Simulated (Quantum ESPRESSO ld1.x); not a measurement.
Problem. All-electron atom: Co X in [He] 2s2 2p5 3s2 3p6 4p1 (not the ground configuration). All-electron calculation, Dirac Kohn-Sham, PW91, spin-unpolarised, spherical densities, point nucleus; open shells fill j = l - 1/2 first. Program: ld1.x of Quantum ESPRESSO 7.5. Some entries of the table are withheld. Estimate them.

orbital,occ.,eigenvalue (Ry),<r^2> (bohr^2)
1s1/2,2,-581.405,(1)
2s1/2,2,(2),0.07459
2p1/2,2,-78.9437,0.05855
2p3/2,3,-77.8127,0.06003
3s1/2,2,(3),0.5346
3p1/2,2,-20.8713,0.5372
3p3/2,4,-20.6725,0.5461
4p1/2,1,(4),2.650
4p3/2,0,(5),2.681

Solution. 
(1) 1s1/2 <r^2> (bohr^2): 0.004243
(2) 2s1/2 eigenvalue (Ry): -87.2103
(3) 3s1/2 eigenvalue (Ry): -23.5464
(4) 4p1/2 eigenvalue (Ry): -8.89451
(5) 4p3/2 eigenvalue (Ry): -8.84219
